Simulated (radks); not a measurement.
All-electron atom: neutral ytterbium in [Xe] 4f13 5d1 6s2 (not the ground configuration). All-electron calculation, scalar-relativistic Kohn-Sham, PBE, spin-polarised, spherical densities, finite nucleus; open shells are filled with parallel spins first (spin-orbit coupling, left out, can overturn this in heavy ions); Fermi nuclear charge, rms radius 5.3108 fm. Program: a radial shooting solver on a logarithmic mesh with Libxc functionals.

Normalised radial functions P(r) = r R(r), r in bohr:

r	4f up
0.0007172	0.0000
0.0008349	0.0000
0.0009797	0.0000
0.001141	0.0000
0.001328	0.0000
0.001558	0.0000
0.001814	0.0000
0.002112	0.0000
0.002478	0.0000
0.002885	0.0000
0.003359	0.0000
0.003941	0.0000
0.004588	0.0000
0.005385	0.0000
0.006268	0.0000
0.007298	0.0000
0.008564	0.0000
0.00997	0.0001
0.01161	0.0001
0.01362	0.0002
0.01586	0.0003
0.01846	0.0005
0.02166	0.0009
0.02522	0.0016
0.02936	0.0027
0.03445	0.0047
0.04011	0.0078
0.04669	0.0129
0.05479	0.0215
0.06379	0.0344
0.07426	0.0540
0.08714	0.0848
0.1014	0.1272
0.119	0.1899
0.1386	0.2698
0.1613	0.3719
0.1893	0.5026
0.2204	0.6443
0.2566	0.7939
0.3011	0.9452
0.3506	1.0663
0.4081	1.1484
0.4789	1.1797
0.5575	1.1538
0.6491	1.0796
0.7617	0.9623
0.8867	0.8290
1.032	0.6883
1.211	0.5442
1.41	0.4193
1.642	0.3112
1.927	0.2180
2.243	0.1492
2.632	0.0958
3.064	0.0601
3.567	0.0359
4.186	0.0194
4.873	0.0100
5.673	0.0047
6.658	0.0019
7.751	0.0007
9.023	0.0002
10.59	0.0001
12.33	0.0000

4f up: eigenvalue -9.969 eV, 0 radial nodes, <r> = 0.740 bohr, 90 % of the charge inside 1.27 bohr.
